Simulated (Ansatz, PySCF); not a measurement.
Reaction (SMILES): F[SiH2][SiH2]F → 2 F[SiH2] (the Si-Si bond at the site shown breaks; other sites are not compared here)
Structures are relaxed separately at B3LYP-D3(BJ)/def2-TZVP in Ansatz (an electronic-structure program), one conformer each, not searched for the lowest.

Property: bond dissociation energy (enthalpy at 298 K, with B3LYP-D3(BJ) rigid-rotor harmonic-oscillator terms from PySCF), in kcal/mol. Cores are frozen in the correlated levels unless marked. Open shells are spin-unrestricted. Spin-orbit coupling is left out. No relativistic terms. CBS(X,Y): correlation extrapolated as X^-3; Hartree-Fock from the larger set.

```tsv
level	program	bond dissociation energy (kcal/mol)
HF/aug-cc-pV(D+d)Z	Ansatz	55.9
HF/aug-cc-pV(T+d)Z	Ansatz	55.9
BLYP-D4/def2-TZVPD	Ansatz + dftd4	70.5
PBE0/6-31G*	Ansatz	76.5
r2SCANh-D4/def2-TZVPD	Ansatz + dftd4	70.9
r2SCAN0-D4/def2-TZVPD	Ansatz + dftd4	71.2
HSE06/def2-TZVPD	Ansatz	72.4
CAM-B3LYP-D3(BJ)/def2-TZVPD	Ansatz + dftd3	73.8
LC-wPBE-D3(BJ)/def2-TZVPD	Ansatz + dftd3	74.1
MP2/STO-3G	Ansatz	91.3
MP2/aug-cc-pV(D+d)Z	Ansatz	71.3
RI-MP2/aug-cc-pV(Q+d)Z	Ansatz	76.2
RI-MP2/CBS(aug-cc-pV(T+d)Z,aug-cc-pV(Q+d)Z)	Ansatz	77.3
SCS-MP2/cc-pV(D+d)Z	Ansatz	72.8
SCS-MP2/cc-pVTZ	Ansatz	75.1
CCSD/cc-pwCVTZ	Ansatz	74.4
CCSD/aug-cc-pV(Q+d)Z	Ansatz	75.6
CCSD(T)/cc-pVTZ	Ansatz	74.8
CCSD(T)/aug-cc-pV(Q+d)Z	Ansatz	76.8
CCSD(T) with core electrons (1s frozen past Ne)/cc-pwCVTZ	Ansatz	75.9
CCSD(T)/CBS(aug-cc-pV(T+d)Z,aug-cc-pV(Q+d)Z)	Ansatz	77.7
```
